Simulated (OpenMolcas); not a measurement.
Ag3+ with its 6 nearest fluoride ions at 2.017 Å, on the Ga site of K2NaGaF6 (a = 8.246 Å, distance in the model lattice 1.938 Å). The rest of the host is ab initio model potentials to 7.6 Å, with orthogonalisation functions on the cations behind the ligands, and point charges beyond; the distance is set by hand and nothing relaxes. Ligand basis ANO-RCC-VDZP.
```
Ag    0.0000    0.0000    0.0000
F     2.0170    0.0000    0.0000
F     0.0000    2.0170    0.0000
F    -2.0170    0.0000    0.0000
F     0.0000   -2.0170    0.0000
F     0.0000    0.0000    2.0170
F     0.0000    0.0000   -2.0170
```

```
Program             : OpenMolcas
Method              : CASSCF
Basis               : ANO-RCC-VTZP [7s6p4d2f1g]
Scalar Hamiltonian  : DKH2, point nucleus
Active space        : 8 electrons in 5 orbitals (4d)
State averaging     : 2S+1 = 3 even, 10 roots; 2S+1 = 1 even, 15 roots
Spin-orbit coupling : state interaction with AMFI integrals over the reference wave functions
```

(1) What is the spin-free ground state (labels of O, the rotations of Oh)?

(2) Where is the first state of the same spin?

(3) What are the lowest two levels with spin-orbit coupling?

(4) What is χT at 300 K, and how does it compare with the textbook value?

(5) Which ligand-field parameters describe the states?

## Answers

(1) 3A2, 1-fold in its orbital part; it has the highest spin that d8 allows.

(2) 3T2 at 19600 cm-1 above the ground state.

(3) A 3-fold level, then a 2-fold level 12227 cm-1 above it. Their leading multiplicities are 3 (100 %) and 1 (93 %).

(4) The lowest level has 2S+1 = 3, for which the spin-only value is χT = S(S+1) / 2 = 1.000 cm3 K/mol (g = 2). The computed 1.241 at 300 K differs by +0.241, through orbital momentum, spin-orbit coupling and any other state in reach.

(5) A least-squares ligand-field fit to the states below 45000 cm-1, each weighted by its degeneracy and with a free common offset, gives 10Dq = 19136 cm-1, B = 916 cm-1 and C = 2616 cm-1 (C/B = 2.86), with an rms deviation of 175 cm-1. The same method and metal basis give the free ion B = 1049 cm-1 (fit to its terms below 60000 cm-1, rms deviation 8 cm-1), so the nephelauxetic ratio is β = 916 / 1049 = 0.87; it hangs on how both fits weigh the states, and computed free-ion B values tend to be too large, so β mixes covalency with correlation.

Without dynamic correlation the repulsion within the d shell is too large (B by tens of per cent), so at a given field states of lower spin stand too high. Real 4d8 and 5d8 ions are as a rule square planar and diamagnetic. The least metal-like active orbital is 75 % on the metal (Löwdin) and no ligand orbital is active, so the numbers are rough. With metal d orbitals alone the field can be off either way by tens of per cent. Ligand-to-metal charge-transfer states are missing. With no ligand orbital active B as a rule stays too high, so bands that hang on it stand too high and its fall with covalency is understated. No measured value stands beside these numbers; the geometry was set by hand and not optimised.
